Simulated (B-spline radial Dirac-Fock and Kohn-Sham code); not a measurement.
Two-hole binding energies of Hg⁴⁺

System: mercury as Hg⁴⁺, [Xe] 4f14 5d8.

The run's input, task.json:

```json
{"items": [{
  "Z": 80,
  "q": 4,
  "cfg": [[1, 0, 2], [2, 0, 2], [2, 1, 6], [3, 0, 2], [3, 1, 6], [3, 2, 10], [4, 0, 2], [4, 1, 6], [4, 2, 10], [4, 3, 14], [5, 0, 2], [5, 1, 6], [5, 2, 8]],
  "A": 202,
  "rrms": 5.4648,
  "do": ["binding", "quiet", "double"]
}]}
```

Command: `python xray_run.py task.json out`

The computed values come from a radial finite-basis atomic code: relaxed Dirac-Fock hole states (ΔSCF) with Breit and QED corrections and a finite nucleus. U is the two-hole binding energy less the two single-hole energies, the effective repulsion of the holes after relaxation. Each two-hole energy is an average over J within one jj subconfiguration.

```
          holes  E(a) (eV)  E(b) (eV)  E(ab) (eV)  U (eV)
   1s⁻¹ 2p1/2⁻¹    83159.4    14270.9     97903.9   473.5
           2s⁻²    14911.6    14911.6     30074.7   251.5
   2s⁻¹ 2p1/2⁻¹    14911.6    14270.9     29423.6   241.0
   2s⁻¹ 2p3/2⁻¹    14911.6    12345.4     27478.0   221.0
        2p3/2⁻²    12345.4    12345.4     24950.0   259.3
   2s⁻¹ 3p1/2⁻¹    14911.6     3346.0     18365.5   107.9
   2p1/2⁻¹ 3s⁻¹    14270.9     3631.4     18005.4   103.1
   2p3/2⁻¹ 3s⁻¹    12345.4     3631.4     16077.0   100.3
2p3/2⁻¹ 3p1/2⁻¹    12345.4     3346.0     15801.4   110.0
3p1/2⁻¹ 3p3/2⁻¹     3346.0     2914.8      6331.8    71.1
        3p3/2⁻²     2914.8     2914.8      5899.4    69.9
        4f7/2⁻²      159.0      159.0       349.7    31.6
        5p1/2⁻²      143.1      143.1           ?       ?
5p1/2⁻¹ 5p3/2⁻¹      143.1      124.5       286.6    19.0
```

Q: Give the missing two-hole energy and U.

A: E(ab) = 307.1 eV and U = 20.9 eV.

Run: 43 s of CPU time on 1 thread of Intel(R) Xeon(R) 6975P-C (shared host), peak memory 0.57 GiB.
